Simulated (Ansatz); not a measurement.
Steps of a relaxation of `C[CH]([AlH2])OC=O` with RKS PBE-D4/def2-SVP.

```sh
$ ansatz run in.yaml --threads 4 --pin off --events-out ev --progress --plain --max-ram 10444MiB
```

```yaml
crystal:
  periodic: [false, false, false]
  atoms:
    - {symbol: C, position_ang: [-0.702400, -0.394700, 1.054300]}
    - {symbol: C, position_ang: [0.390700, -0.026900, 0.084200]}
    - {symbol: Al, position_ang: [1.267800, -1.703000, -0.529300]}
    - {symbol: O, position_ang: [-0.020800, 0.667000, -1.072900]}
    - {symbol: C, position_ang: [-0.467300, 1.996400, -1.085400]}
    - {symbol: O, position_ang: [-0.350800, 2.728700, -0.034400]}
    - {symbol: H, position_ang: [-0.341300, -0.902700, 1.929300]}
    - {symbol: H, position_ang: [-1.483100, -0.947200, 0.523200]}
    - {symbol: H, position_ang: [-1.221500, 0.603500, 1.444800]}
    - {symbol: H, position_ang: [1.162000, 0.596300, 0.625400]}
    - {symbol: H, position_ang: [0.496200, -2.643200, -1.512400]}
    - {symbol: H, position_ang: [2.200800, -2.481100, 0.577300]}
    - {symbol: H, position_ang: [-0.909800, 2.472200, -1.989200]}
basis:
  gaussian: {orbitals: def2-SVP}
hamiltonian: {xc: pbe, dispersion: d4}
relax: {f_tol: 0.03, max_steps: 200}
```

Positions (Å) and forces (eV/Å) along the path, 11 of 51 steps:

```xyz
13
step=1 energy=-13894.8888 eV
C    -0.702   -0.395    1.054   -1.635    2.865   -0.293
C     0.391   -0.027    0.084    2.065    0.548    0.863
Al    1.268   -1.703   -0.529   -0.187   -0.646    1.243
O    -0.021    0.667   -1.073   -1.858    2.003   -2.570
C    -0.467    1.996   -1.085    1.500    1.461    5.864
O    -0.351    2.729   -0.034   -0.517   -2.533   -3.730
H    -0.341   -0.903    1.929    0.421   -0.731    0.823
H    -1.483   -0.947    0.523   -0.451   -0.506    0.054
H    -1.222    0.604    1.445    0.804   -1.615   -0.555
H     1.162    0.596    0.625   -0.372   -0.067   -0.106
H     0.496   -2.643   -1.512   -0.077   -0.140   -0.677
H     2.201   -2.481    0.577    0.089    0.364   -0.405
H    -0.910    2.472   -1.989    0.219   -1.004   -0.510
13
step=7 energy=-13895.7857 eV
C    -0.799   -0.319    1.119   -0.003    0.001    0.027
C     0.331   -0.048    0.119   -0.047   -0.015   -0.027
Al    1.191   -1.751   -0.471    0.018   -0.005    0.002
O    -0.198    0.603   -1.086    0.019    0.148    0.009
C    -0.376    1.945   -1.022   -0.016   -0.185   -0.006
O    -0.166    2.650   -0.061    0.034    0.012   -0.028
H    -0.394   -0.834    2.016   -0.018    0.008    0.025
H    -1.596   -0.959    0.687   -0.006   -0.004   -0.013
H    -1.267    0.626    1.464   -0.001    0.005    0.006
H     1.050    0.656    0.593    0.013    0.010   -0.003
H     0.647   -2.515   -1.766    0.005    0.004   -0.020
H     2.343   -2.383    0.443    0.016   -0.009    0.006
H    -0.746    2.293   -2.021   -0.012    0.029    0.022
13
step=11 energy=-13895.7928 eV
C    -0.818   -0.315    1.154   -0.020    0.006   -0.006
C     0.293   -0.073    0.128    0.046    0.020   -0.037
Al    1.204   -1.744   -0.489   -0.028    0.038    0.019
O    -0.261    0.574   -1.071   -0.032    0.056    0.030
C    -0.364    1.921   -1.035    0.018   -0.035    0.022
O    -0.039    2.643   -0.118   -0.016   -0.043   -0.067
H    -0.409   -0.817    2.056    0.006   -0.007    0.002
H    -1.632   -0.951    0.745    0.002    0.004    0.008
H    -1.266    0.644    1.487   -0.017   -0.003    0.002
H     1.019    0.644    0.574    0.022   -0.024    0.019
H     0.779   -2.423   -1.872    0.017   -0.011   -0.013
H     2.306   -2.405    0.468    0.001   -0.010    0.000
H    -0.793    2.266   -2.012    0.003    0.009    0.021
13
step=13 energy=-13895.7961 eV
C    -0.810   -0.315    1.183   -0.007   -0.034   -0.002
C     0.266   -0.078    0.119    0.004   -0.006   -0.041
Al    1.196   -1.739   -0.497    0.039   -0.048   -0.077
O    -0.338    0.559   -1.060   -0.016    0.040    0.072
C    -0.377    1.908   -1.053    0.185    0.232    0.080
O     0.057    2.639   -0.185   -0.129   -0.195   -0.162
H    -0.370   -0.816    2.070    0.001   -0.005    0.006
H    -1.639   -0.951    0.805    0.019    0.013    0.009
H    -1.248    0.644    1.529   -0.011    0.022    0.001
H     1.005    0.644    0.537   -0.012   -0.028   -0.012
H     0.965   -2.316   -1.985    0.034    0.050    0.156
H     2.164   -2.478    0.558   -0.078    0.029   -0.074
H    -0.850    2.263   -2.007   -0.027   -0.070    0.045
13
step=14 energy=-13895.7977 eV
C    -0.810   -0.314    1.185   -0.007   -0.016   -0.010
C     0.265   -0.079    0.120    0.030   -0.009   -0.035
Al    1.198   -1.737   -0.498    0.019   -0.052   -0.060
O    -0.339    0.559   -1.059    0.027    0.039    0.039
C    -0.368    1.908   -1.061   -0.074    0.193    0.170
O     0.064    2.640   -0.193   -0.032   -0.170   -0.183
H    -0.368   -0.812    2.074    0.003   -0.003   -0.003
H    -1.637   -0.952    0.810    0.017    0.011    0.009
H    -1.247    0.646    1.529   -0.009    0.013    0.000
H     1.006    0.643    0.536   -0.011   -0.020   -0.002
H     0.988   -2.299   -1.992    0.031    0.043    0.124
H     2.142   -2.495    0.563   -0.061    0.030   -0.060
H    -0.873    2.258   -2.000    0.067   -0.059    0.011
13
step=15 energy=-13895.7999 eV
C    -0.793   -0.325    1.212   -0.069   -0.027    0.047
C     0.251   -0.076    0.119    0.099   -0.040    0.133
Al    1.181   -1.726   -0.514    0.024    0.013    0.044
O    -0.394    0.561   -1.024   -0.101    0.089   -0.190
C    -0.374    1.914   -1.072    0.031   -0.274   -0.020
O     0.148    2.649   -0.266    0.030    0.125    0.063
H    -0.323   -0.748    2.128    0.004    0.047   -0.109
H    -1.582   -1.035    0.880   -0.002    0.057    0.028
H    -1.291    0.627    1.497    0.015   -0.052    0.041
H     1.003    0.642    0.519   -0.005    0.033    0.019
H     1.128   -2.168   -2.048    0.012   -0.017   -0.031
H     1.972   -2.584    0.588   -0.018   -0.004   -0.027
H    -0.906    2.235   -2.004   -0.020    0.049    0.001
13
step=24 energy=-13895.8147 eV
C    -0.774   -0.307    1.285   -0.054    0.005    0.003
C     0.216   -0.083    0.141    0.018   -0.026    0.034
Al    1.175   -1.705   -0.528    0.004    0.069    0.008
O    -0.487    0.518   -1.000   -0.012   -0.035    0.011
C    -0.393    1.856   -1.138    0.037    0.064    0.045
O     0.232    2.612   -0.426   -0.038   -0.051   -0.047
H    -0.259   -0.765    2.156    0.001    0.013   -0.029
H    -1.604   -0.985    0.993    0.008    0.023    0.012
H    -1.221    0.653    1.624    0.010   -0.037   -0.003
H     0.970    0.663    0.485    0.018    0.020   -0.021
H     1.521   -1.845   -2.081    0.004   -0.014   -0.028
H     1.631   -2.808    0.539   -0.005   -0.032    0.013
H    -0.987    2.161   -2.038    0.008   -0.001    0.003
13
step=29 energy=-13895.8179 eV
C    -0.761   -0.309    1.327   -0.029    0.010    0.001
C     0.213   -0.068    0.175    0.026   -0.014    0.013
Al    1.170   -1.676   -0.532   -0.014    0.037    0.009
O    -0.518    0.500   -0.968    0.000   -0.003   -0.018
C    -0.387    1.827   -1.182   -0.084    0.004    0.062
O     0.280    2.598   -0.528    0.037    0.005   -0.021
H    -0.223   -0.750    2.191   -0.006    0.004   -0.010
H    -1.577   -1.009    1.048    0.014    0.013    0.004
H    -1.229    0.639    1.668    0.002   -0.012   -0.002
H     0.952    0.704    0.495    0.006   -0.002   -0.010
H     1.675   -1.679   -2.047    0.016   -0.001   -0.033
H     1.434   -2.919    0.441    0.001   -0.025    0.016
H    -1.009    2.106   -2.072    0.032   -0.016   -0.012
13
step=34 energy=-13895.8214 eV
C    -0.745   -0.304    1.383   -0.002    0.003   -0.006
C     0.215   -0.049    0.225   -0.011   -0.010    0.014
Al    1.158   -1.637   -0.546    0.042   -0.078    0.002
O    -0.553    0.475   -0.921    0.028    0.019    0.004
C    -0.386    1.780   -1.230   -0.054   -0.020   -0.017
O     0.339    2.567   -0.664    0.012   -0.005    0.003
H    -0.188   -0.717    2.250   -0.002    0.006   -0.004
H    -1.535   -1.037    1.118    0.006    0.007    0.006
H    -1.245    0.631    1.715    0.006   -0.009   -0.001
H     0.938    0.748    0.513   -0.004   -0.004   -0.001
H     1.881   -1.472   -1.969   -0.030   -0.011    0.058
H     1.176   -3.039    0.253   -0.011    0.102   -0.066
H    -1.036    2.018   -2.112    0.020    0.001    0.007
13
step=45 energy=-13895.8609 eV
C    -0.666   -0.253    1.531    0.000    0.017    0.014
C     0.329   -0.011    0.410   -0.045   -0.084    0.057
Al    1.112   -1.522   -0.627   -0.212   -0.210   -0.088
O    -0.429    0.298   -0.854    0.044    0.046    0.091
C    -0.415    1.586   -1.302    0.226    0.043   -0.350
O     0.149    2.516   -0.775   -0.205   -0.145    0.003
H    -0.115   -0.533    2.454   -0.022    0.018   -0.031
H    -1.365   -1.083    1.295    0.025    0.028    0.018
H    -1.268    0.655    1.760    0.031   -0.043   -0.009
H     0.975    0.865    0.620   -0.003   -0.020   -0.018
H     2.308   -1.196   -1.647   -0.059   -0.034    0.070
H     0.374   -2.981   -0.566    0.194    0.375   -0.012
H    -0.969    1.624   -2.284    0.026    0.010    0.255
13
step=51 energy=-13895.9140 eV
C    -0.658   -0.226    1.599    0.005   -0.004    0.002
C     0.382   -0.039    0.521    0.008    0.002   -0.003
Al    1.025   -1.439   -0.728    0.008   -0.008   -0.003
O    -0.307    0.202   -0.828   -0.005    0.024   -0.012
C    -0.373    1.474   -1.340    0.022   -0.008    0.013
O    -0.031    2.470   -0.759   -0.016   -0.009   -0.005
H    -0.136   -0.458    2.551    0.002   -0.002    0.004
H    -1.341   -1.072    1.383   -0.006    0.001    0.003
H    -1.267    0.688    1.769   -0.001    0.001   -0.005
H     1.023    0.847    0.699   -0.004    0.003    0.007
H     2.285   -1.088   -1.648   -0.005    0.001    0.002
H     0.213   -2.811   -0.830   -0.004   -0.005    0.002
H    -0.795    1.417   -2.375   -0.006    0.004   -0.004
```

Hardware: 4 threads of an Intel Xeon Platinum 8488C on a shared host. Wall time 64 s, peak host memory 0.19 GiB.
